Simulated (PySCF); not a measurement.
# Substituent effects on chemical shifts

Parent skeleton `[CH3:1][SiH:2]([NH2:3])[SiH3:4]`; one hydrogen on atom 2 is replaced by X. Hydrogens on one atom are averaged.

Theoretical values (PySCF 2.14): structure optimised with GFN2-xTB, PBE0/pcSseg-1 with gauge-including orbitals. Single conformer, no relativistic terms, isolated molecule, equivalent nuclei averaged.

Chemical shifts δ = σref − σ; 13C and 29Si and 1H vs TMS; 15N vs NH3, all at this level.

Known members:
| X | C1 | Si2 | N3 | Si4 | H(C1) | H(Si4) |
| --- | --- | --- | --- | --- | --- | --- |
| Ph | 3.4 | -12.1 | 16.1 | -118.5 | 0.36 | 3.50 |

Four more derivatives gave (δ, ppm):
```json
{"compound": "1", "C1": "-4.3", "Si2": "2.5", "N3": "13.2", "Si4": "-127.6", "H(C1)": "0.19", "H(Si4)": "3.29"}
{"compound": "2", "C1": "0.8", "Si2": "-0.6", "N3": "40.2", "Si4": "-121.0", "H(C1)": "0.35", "H(Si4)": "3.62"}
{"compound": "3", "C1": "4.4", "Si2": "-3.9", "N3": "23.2", "Si4": "-127.1", "H(C1)": "0.11", "H(Si4)": "3.24"}
{"compound": "4", "C1": "1.1", "Si2": "-6.2", "N3": "20.2", "Si4": "-125.7", "H(C1)": "0.33", "H(Si4)": "3.27"}
```

Their substituents are NHCH3, OCHO, isopropenyl, tBu. Which is which?

## Answers

1: X = tBu (CC(C)(C)[Si@](C)(N)[SiH3]); 2: X = OCHO (C[Si@@](N)([SiH3])OC=O); 3: X = NHCH3 (CN[Si@@](C)(N)[SiH3]); 4: X = isopropenyl (C=C(C)[Si@@](C)(N)[SiH3]).

Experimental scales use liquid or dissolved standards, which lie at an offset from isolated NH3 (liquid NH3: subtract about 20 ppm).
